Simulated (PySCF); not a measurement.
Compound: C5H5ClO.
SMILES: `C#C/C(Cl)=C\OC`

Jobs on this species (12 atoms, 60 electrons) with PySCF (density fitting). Hardware of each: one thread, Arm Neoverse V1, on a shared host. The host was shared with other jobs, so the times are rough.

```json
{"level and settings": "B97-2/aug-pcSseg-1, energy threshold 1e-07 Eh", "work": "1 singlet by TDA, 5 Tamm–Dancoff triplets, polarisability", "basis functions": "234", "SCF cycles": "?", "wall time": "?"}
{"level and settings": "CAM-B3LYP/Sadlej pVTZ, grid level 4, level shift 0.1 Eh", "work": "12 singlets by TDA, 5 Tamm–Dancoff triplets, polarisability", "basis functions": "221", "SCF cycles": "?", "wall time": "?"}
{"level and settings": "B97-D/def2-SVPD", "work": "25 singlets by full TDDFT, 2 Tamm–Dancoff triplets, polarisability", "basis functions": "190", "SCF cycles": "18", "wall time": "39 s"}
{"level and settings": "WP04/IGLO-II, IEF-PCM tetrahydrofuran, start guess sap, energy threshold 1e-06 Eh", "work": "spin–spin couplings from 10 perturbed nuclei, spin–dipole term left out", "basis functions": "197", "SCF cycles": "15", "wall time": "24 s"}
```

Fill in the missing figures.

- B97-2/aug-pcSseg-1, energy threshold 1e-07 Eh; 1 singlet by TDA, 5 Tamm–Dancoff triplets, polarisability: 24 s, 9 SCF cycles
- CAM-B3LYP/Sadlej pVTZ, grid level 4, level shift 0.1 Eh; 12 singlets by TDA, 5 Tamm–Dancoff triplets, polarisability: 62 s, 11 SCF cycles

What do all jobs in the table cost together?

About 2.5 min; the longest takes about 42 % of that, and about 2.6 times as long as the shortest.

The pairwise dispersion term of B97-D wasn't added to the energies; at a given geometry it leaves orbitals and properties as they are.
